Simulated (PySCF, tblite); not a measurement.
Isomers of C7H17NSi. Method: GFN2-xTB as coded in tblite; computed harmonic values from a numerical Hessian at the method's own geometry, unscaled. Against measured fundamentals such values can be off by several per cent, at times by over 20. Modes of hydrogen on silicon can be 10 to 20 % off. One conformer each.

Electronic energies: PBE0/pcSseg-1 single points on the GFN2-xTB geometries (PySCF, gas phase).

```
                       SMILES  electronic energy, lowest = 0 (kcal/mol)
     [H]/N=C/C(C)(C)[SiH2]CCC                                      19.4
      CCN[SiH2][C@@H](C)C1CC1                                      20.0
     C=C(C)[C@@H](C)[SiH2]NCC                                      13.5
   [H]/N=C\C(C)(C)[SiH2]C(C)C                                      22.4
C=C[SiH2][C@@H](C)[C@@H](C)CN                                      31.8
   C=CN([SiH3])[C@@H](C)C(C)C                                      22.3
         CC(C)(C)N1CCC[SiH2]1                                       0.0
         C/C=C/[Si@@H](CCC)NC                                       7.5
     C=CN([SiH3])[C@@H](C)CCC                                      21.9
```

Problem. How do GFN2-xTB zero-point energies change the relative energies?

Solution. 
```json
{"SMILES": "CC(C)(C)N1CCC[SiH2]1", "ZPE (kcal/mol)": "142.2", "of it from modes above 1550 cm⁻¹": "70.8", "electronic (kcal/mol)": "0.0", "with ZPE, lowest = 0 (kcal/mol)": "0.0", "lowest mode (cm⁻¹)": "37", "rings": "1"}
{"SMILES": "C/C=C/[Si@@H](CCC)NC", "ZPE (kcal/mol)": "140.9", "of it from modes above 1550 cm⁻¹": "74.6", "electronic (kcal/mol)": "7.5", "with ZPE, lowest = 0 (kcal/mol)": "6.2", "lowest mode (cm⁻¹)": "30", "rings": "0"}
{"SMILES": "C=C(C)[C@@H](C)[SiH2]NCC", "ZPE (kcal/mol)": "139.8", "of it from modes above 1550 cm⁻¹": "73.9", "electronic (kcal/mol)": "13.5", "with ZPE, lowest = 0 (kcal/mol)": "11.2", "lowest mode (cm⁻¹)": "31", "rings": "0"}
{"SMILES": "[H]/N=C/C(C)(C)[SiH2]CCC", "ZPE (kcal/mol)": "139.8", "of it from modes above 1550 cm⁻¹": "73.5", "electronic (kcal/mol)": "19.4", "with ZPE, lowest = 0 (kcal/mol)": "17.0", "lowest mode (cm⁻¹)": "24", "rings": "0"}
{"SMILES": "CCN[SiH2][C@@H](C)C1CC1", "ZPE (kcal/mol)": "140.8", "of it from modes above 1550 cm⁻¹": "71.7", "electronic (kcal/mol)": "20.0", "with ZPE, lowest = 0 (kcal/mol)": "18.6", "lowest mode (cm⁻¹)": "13", "rings": "1"}
{"SMILES": "C=CN([SiH3])[C@@H](C)CCC", "ZPE (kcal/mol)": "139.0", "of it from modes above 1550 cm⁻¹": "72.6", "electronic (kcal/mol)": "21.9", "with ZPE, lowest = 0 (kcal/mol)": "18.7", "lowest mode (cm⁻¹)": "30", "rings": "0"}
{"SMILES": "C=CN([SiH3])[C@@H](C)C(C)C", "ZPE (kcal/mol)": "138.9", "of it from modes above 1550 cm⁻¹": "72.8", "electronic (kcal/mol)": "22.3", "with ZPE, lowest = 0 (kcal/mol)": "19.0", "lowest mode (cm⁻¹)": "33", "rings": "0"}
{"SMILES": "[H]/N=C\\C(C)(C)[SiH2]C(C)C", "ZPE (kcal/mol)": "140.2", "of it from modes above 1550 cm⁻¹": "73.8", "electronic (kcal/mol)": "22.4", "with ZPE, lowest = 0 (kcal/mol)": "20.4", "lowest mode (cm⁻¹)": "27", "rings": "0"}
{"SMILES": "C=C[SiH2][C@@H](C)[C@@H](C)CN", "ZPE (kcal/mol)": "140.1", "of it from modes above 1550 cm⁻¹": "76.2", "electronic (kcal/mol)": "31.8", "with ZPE, lowest = 0 (kcal/mol)": "29.7", "lowest mode (cm⁻¹)": "31", "rings": "0"}
```

The zero-point energies span 3.3 kcal/mol, from `C=CN([SiH3])[C@@H](C)C(C)C` to `CC(C)(C)N1CCC[SiH2]1`. The order is unchanged.

Problem. And how do the electronic energies of GFN2-xTB itself compare?

Solution. `CC(C)(C)N1CCC[SiH2]1` 0.0; `C/C=C/[Si@@H](CCC)NC` 41.0; `C=C(C)[C@@H](C)[SiH2]NCC` 28.3; `[H]/N=C/C(C)(C)[SiH2]CCC` 47.9; `CCN[SiH2][C@@H](C)C1CC1` 28.1; `C=CN([SiH3])[C@@H](C)CCC` 16.4; `C=CN([SiH3])[C@@H](C)C(C)C` 15.8; `[H]/N=C\C(C)(C)[SiH2]C(C)C` 47.6; `C=C[SiH2][C@@H](C)[C@@H](C)CN` 62.5 kcal/mol, lowest = 0. Against the energies above, taken from the same isomer `CC(C)(C)N1CCC[SiH2]1`, the largest difference is 33.5 kcal/mol.

Problem. What do entropy and thermal enthalpy add at 298.15 K and 1 bar (rigid rotor, harmonic oscillator, one conformer each)?

Solution. 
```json
{"SMILES": "CC(C)(C)N1CCC[SiH2]1", "point group": "C1", "symmetry number": "1", "S (cal/(mol K))": "102.6", "H − H(0) (kcal/mol)": "7.75", "ZPE + H − H(0) − TS (kcal/mol)": "119.4"}
{"SMILES": "C/C=C/[Si@@H](CCC)NC", "point group": "C1", "symmetry number": "1", "S (cal/(mol K))": "119.3", "H − H(0) (kcal/mol)": "9.36", "ZPE + H − H(0) − TS (kcal/mol)": "114.7"}
{"SMILES": "C=C(C)[C@@H](C)[SiH2]NCC", "point group": "C1", "symmetry number": "1", "S (cal/(mol K))": "115.1", "H − H(0) (kcal/mol)": "8.97", "ZPE + H − H(0) − TS (kcal/mol)": "114.5"}
{"SMILES": "C=CN([SiH3])[C@@H](C)CCC", "point group": "C1", "symmetry number": "1", "S (cal/(mol K))": "112.7", "H − H(0) (kcal/mol)": "8.70", "ZPE + H − H(0) − TS (kcal/mol)": "114.1"}
{"SMILES": "C=CN([SiH3])[C@@H](C)C(C)C", "point group": "C1", "symmetry number": "1", "S (cal/(mol K))": "111.1", "H − H(0) (kcal/mol)": "8.67", "ZPE + H − H(0) − TS (kcal/mol)": "114.4"}
{"SMILES": "[H]/N=C\\C(C)(C)[SiH2]C(C)C", "point group": "C1", "symmetry number": "1", "S (cal/(mol K))": "111.8", "H − H(0) (kcal/mol)": "8.85", "ZPE + H − H(0) − TS (kcal/mol)": "115.7"}
{"SMILES": "C=C[SiH2][C@@H](C)[C@@H](C)CN", "point group": "C1", "symmetry number": "1", "S (cal/(mol K))": "111.6", "H − H(0) (kcal/mol)": "8.75", "ZPE + H − H(0) − TS (kcal/mol)": "115.6"}
```

Not tabulated: `[H]/N=C/C(C)(C)[SiH2]CCC` (lowest mode only 24 cm⁻¹); `CCN[SiH2][C@@H](C)C1CC1` (lowest mode only 13 cm⁻¹).
